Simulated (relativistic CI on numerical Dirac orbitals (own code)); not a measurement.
# Radial parameters of Tb LIV

Calculated at this level of theory: Dirac-Coulomb-Breit CI, orbitals from a KLI potential per configuration, model QED, unscaled Slater integrals (own radial code, finite nucleus).

Slater integrals F^k, G^k are unscaled and averaged over j, outside the closed core [Ne]; ζ comes from projecting the Hamiltonian with its Breit term on Σ l·s of the shell.

- 3s.3p: G^1(3s,3p) = 589770, ζ(3p) = 1.078e+06 cm⁻¹; <r>(3s) = 0.2155, <r^2>(3s) = 0.05298, <r>(3p) = 0.2093, <r^2>(3p) = 0.05068 (bohr units).
- 3p2: F^2(3p,3p) = 467700, ζ(3p) = 1.0778e+06 cm⁻¹; <r>(3p) = 0.2095, <r^2>(3p) = 0.05076 (bohr units).
- 3s.3d: G^2(3s,3d) = 364230, ζ(3d) = 147050 cm⁻¹; <r>(3s) = 0.2156, <r^2>(3s) = 0.05303, <r>(3d) = 0.1842, <r^2>(3d) = 0.03906 (bohr units).

Averages of the first 10 configurations, taken without configuration mixing, which lowers the lowest level and can move excited configurations by several eV; other configurations of the list can lie among them:

| Configuration | Parity | States | Average energy above the lowest level (eV) |
| --- | --- | --- | --- |
| 3s2 | even | 1 | 4.1 |
| 3s.3p | odd | 12 | 260.0 |
| 3p2 | even | 15 | 536.2 |
| 3s.3d | even | 20 | 528.5 |
| 3d2 | even | 45 | 1063.9 |
| 3p.3d | odd | 60 | 796.1 |
| 3p.4s | odd | 12 | 2606.8 |
| 3d.4s | even | 20 | 2864.2 |
| 3s.4s | even | 4 | 2337.8 |
| 3s.4p | odd | 12 | 2450.0 |
